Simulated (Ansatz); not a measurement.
The same ligand exchange along the group Sc, Y.

Isolated molecules relaxed with PBE0-D4/def2-TZVP in Ansatz; ΔE leaves out vibrations. CCSD(T)/CBS adds triple-zeta CCSD(T) − MP2 to the extrapolated MP2 energy (def2 sets, frozen cores). This one scheme is used for every species. Functionals use def2-TZVPP. Elements past krypton have def2 core potentials. For Sc, Y outer-core shells are correlated without core-valence functions, which leaves a few kJ/mol of doubt a bond. Scalar relativity is left out up to krypton. One conformer a species, not always the lowest.

```csv
reaction,MP2/CBS(def2) (kJ/mol),LDA (SPW92) (kJ/mol),CCSD(T)/CBS(def2) (kJ/mol)
`[NH2][Sc]([OH])[OH]` + H–F → `[OH][Sc]([OH])[F]` + NH₃,-118,-123,-119
`[NH2][Y]([OH])[OH]` + H–F → `[OH][Y]([OH])[F]` + NH₃,-130,-131,-131
```

Largest T1 diagnostic: 0.016, for `[OH][Sc]([OH])[F]`.
